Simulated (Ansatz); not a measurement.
Geometry optimisation, RKS PBE-D4/def2-SVP (Ansatz).

input.yaml

```yaml
crystal:
  periodic: [false, false, false]
  atoms:
    - { symbol: B, position_ang: [-0.109801, -0.327403, -0.118032] }
    - { symbol: H, position_ang: [-0.037675, -0.49051, 1.072516] }
    - { symbol: O, position_ang: [0.96822, -0.368052, -0.931439] }
    - { symbol: H, position_ang: [1.80427, -0.450364, -0.434256] }
    - { symbol: Cl, position_ang: [-1.704302, -0.194904, -0.851866] }
    - { symbol: Cl, position_ang: [0.071214, 2.490193, 1.073102] }
    - { symbol: H, position_ang: [-0.246525, 1.290141, 1.574775] }
basis:
  gaussian: { orbitals: def2-SVP }
hamiltonian:
  xc: pbe
  dispersion: d4
relax:
  f_tol: 0.03
  max_steps: 50
```

Launched with:

```bash
$ ansatz run input.yaml --threads 1 --pin off --max-ram 2048MiB --backend cpu --events-out ev --progress --plain --runs-dir out
```

Where does it end, and by what steps?

The run converged. After 19 steps the energy has fallen by 0.157 eV; H7 moved furthest, 1.07 Å.

```tsv
step	energy less start (eV)	largest force component (eV/Å)	accepted
0	0.0000	0.914	yes
1	-0.0274	0.773	yes
2	-0.0391	0.864	yes
3	-0.0560	0.434	yes
4	-0.0607	0.166	yes
5	-0.0631	0.094	yes
6	-0.0660	0.141	yes
7	-0.0638	0.492	no
8	-0.0708	0.103	yes
9	-0.0758	0.256	yes
10	-0.0801	0.536	yes
11	-0.0778	0.987	no
12	-0.1041	0.229	yes
13	-0.1198	0.143	yes
14	-0.1373	0.354	yes
15	-0.1503	0.221	yes
16	-0.1515	0.251	yes
17	-0.1467	0.284	no
18	-0.1543	0.321	yes
19	-0.1570	0.024	yes
```

```xyz
7
Properties=species:S:1:pos:R:3
B 0.024 -0.507 -0.033
H 0.229 -1.048 1.031
O 0.962 -0.302 -0.979
H 1.843 -0.602 -0.689
Cl -1.635 0.025 -0.419
Cl 0.141 2.486 1.569
H -0.817 1.898 0.906
```

Whether the end is a true minimum wasn't checked by a vibrational analysis.

Time of the run: 67 s on 1 thread of AMD EPYC 7R43 64-Core Processor (Zen 3) (shared host), peak memory 0.15 GiB.
